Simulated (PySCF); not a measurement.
# Frontier orbitals and the lowest excitations

Compound: C4H3F2O (charge +1).
Z-matrix (Å and degrees, GFN2-xTB geometry), rows numbered from 1:
```
F 
C   1  1.3237
F   2  1.3237  1  108.24
O   2  1.4375  1  108.15  3  -116.99
C   4  1.2617  2  118.74  1    58.55
C   5  1.3947  4  149.39  2  -179.95
C   6  1.3646  5   60.97  4  -179.97
H   2  1.1004  1  112.04  3   124.06
H   6  1.0721  5  148.80  7  -179.99
H   7  1.0727  5  149.68  6   180.00
```

The calculation used TDDFT PBE0/def2-SVPD, vertical, gas phase, core orbitals frozen in the response in PySCF.

Kohn–Sham orbitals with the atoms that hold most of them (Löwdin shares over 4%, at most four atoms; ? is withheld):

```json
{"orbital": "LUMO+2", "ε (eV)": "-3.75", "atoms": "C5 26%, C6 23%, C7 17%, O4 16%"}
{"orbital": "LUMO+1", "ε (eV)": "-6.55", "atoms": "C5 42%, O4 19%, C6 16%, C7 15%"}
{"orbital": "LUMO", "ε (eV)": "-7.39", "atoms": "?"}
{"orbital": "HOMO", "ε (eV)": "-15.94", "atoms": "?"}
{"orbital": "HOMO-1", "ε (eV)": "-16.18", "atoms": "O4 35%, C7 18%, C6 18%, C5 10%"}
{"orbital": "HOMO-2", "ε (eV)": "-16.45", "atoms": "F1 26%, F3 26%, C2 17%, H8 15%"}
{"orbital": "HOMO-3", "ε (eV)": "-17.19", "atoms": "F3 44%, F1 44%"}
```

Question: Which atoms hold the HOMO, and with what shares?

Answer: O4 (bonded to 2 C) 29%; C5 (bonded to 2 C and O) 19%; C7 (bonded to 2 C and H) 15%; C6 (bonded to 2 C and H) 13%. By element: carbon 48% or more, oxygen 29%.

Question: Which atoms hold the LUMO, and with what shares?

Answer: C7 (bonded to 2 C and H) 42%; C6 (bonded to 2 C and H) 41%; C5 (bonded to 2 C and O) 8%; H10 (bonded to C) 5%. By element: carbon 90% or more, hydrogen 5% or more.

Question: How does S1 compare with the orbital gap of 8.56 eV?

Answer: S1 is at 6.70 eV (f = 0.0000), 1.85 eV below the gap, made of HOMO→LUMO (95%). Without the coupling terms of the response equations the lowest excitation would equal the gap.

Question: One configuration dominates each of S1, S2, S3, S4, S5 and S7. Which, and how do the shares of the two leading atoms of either orbital change from the occupied to the empty one?

Answer: 
- S1 (6.70 eV, f 0.0000), HOMO→LUMO (95%): O4 29% → at most 5%, C5 19% → 8%, C7 15% → 42%, C6 13% → 41%
- S2 (7.18 eV, f 0.0000), HOMO→LUMO+1 (95%): O4 29% → 19%, C5 19% → 42%
- S3 (7.79 eV, f 0.0001), HOMO-2→LUMO (73%): F1 26% → at most 5%, F3 26% → at most 5%, C7 at most 15% → 42%, C6 at most 15% → 41%
- S4 (7.93 eV, f 0.049), HOMO-1→LUMO (96%): O4 35% → at most 5%, C7 18% → 42%, C6 18% → 41%
- S5 (8.51 eV, f 0.0014), HOMO-2→LUMO+1 (87%): F1 26% → at most 8%, F3 26% → at most 8%, C5 at most 15% → 42%, O4 at most 15% → 19%
- S7 (8.59 eV, f 0.251), HOMO-1→LUMO+1 (94%): O4 35% → 19%, C7 18% → 15%, C5 10% → 42%

Löwdin shares depend on the basis, the more so with diffuse functions.

One conformer stands for the species.
